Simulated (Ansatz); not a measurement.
Ideal-gas functions of `N[SiH2]BF` at 800 K and 1 bar, from an Ansatz frequency run at PBE0-D4/def2-TZVP.

Molar mass 76.94 g/mol, point group C1 (symmetry number 1), electronic degeneracy 1, moments of inertia 28.705, 191.309, 213.045 u Å². Harmonic wavenumbers (cm⁻¹, unscaled): 56, 125, 199, 296, 384, 418, 621, 697, 768, 830, 856, 919, 964, 1110, 1320, 1586, 2140, 2205, 2555, 3602, 3693.

Use S(trans) = R[1.5 ln M + 2.5 ln T − 1.1517]; rotational temperatures θ = 24.2544 K / I; S(rot) = R[ln(√π/σ · √(T³/θAθBθC)) + 1.5]; for each mode x = 1.438777 ν̃/T, S = R[x/(eˣ − 1) − ln(1 − e⁻ˣ)] and H = RT x/(eˣ − 1); 1 cm⁻¹ = 0.0119627 kJ/mol; R = 8.31446 J/(mol·K).

Question: By hand: the entropy, in J/(mol·K).

Answer: Translation 183.5. Rotation: θ = 0.845, 0.1268, 0.1138 K, giving 118.9. Vibration, mode by mode: 27.40, 20.74, 16.90, 13.65, 11.56, 10.88, 7.81, 6.96, 6.26, 5.71, 5.50, 5.02, 4.71, 3.82, 2.84, 1.95, 0.88, 0.80, 0.47, 0.10, 0.08, in all 154.1. Electronic 0.0. Sum 456.5 J/(mol·K).

Question: By hand: H − E and G − E in kJ/mol, counted from the electronic energy.

Answer: Zero-point energy ½ × 25344 × 0.0119627 = 151.6; thermal vibration 59.1; translation, rotation and pV give 4 RT = 26.6. H − E = 237.3 kJ/mol, and G − E = 237.3 − 800 × 456.5/1000 = -127.9 kJ/mol.

Vibration gives 34 % of the entropy, 48.1 J/(mol·K) of it from the modes under 150 cm⁻¹: soft modes count most, and the harmonic formula is weakest for them. The sum counts one conformer and one mirror image; others add a mixing term.
